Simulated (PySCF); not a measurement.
**How methods differ on the excitation energy of Ru⁺**

Ru⁺ [Kr] 4d7 (4F) → Ru⁺ [Kr] 4d6 5s1 (6D), as a difference of total energies. All numbers are calculated (PySCF 2.14, scalar relativity through the core potential, in def2-QZVPPD with the def2 core potential (28 electrons)). Correlated levels: valence: 4s2 4p6 frozen. The calculations carry no spin-orbit coupling.

```
           method  excitation energy (eV)  error (eV)
              UHF                   0.374      -0.716
    MP2 (valence)                   1.060      -0.030
SCS-MP2 (valence)                   1.573      +0.483
   CCSD (valence)                   0.995      -0.095
CCSD(T) (valence)                   1.041      -0.049
```

Reference: 1.090 eV (measured; NIST levels, between the centres of gravity of the two terms).

Errors of the correlated levels include the incompleteness of this basis and the frozen core.
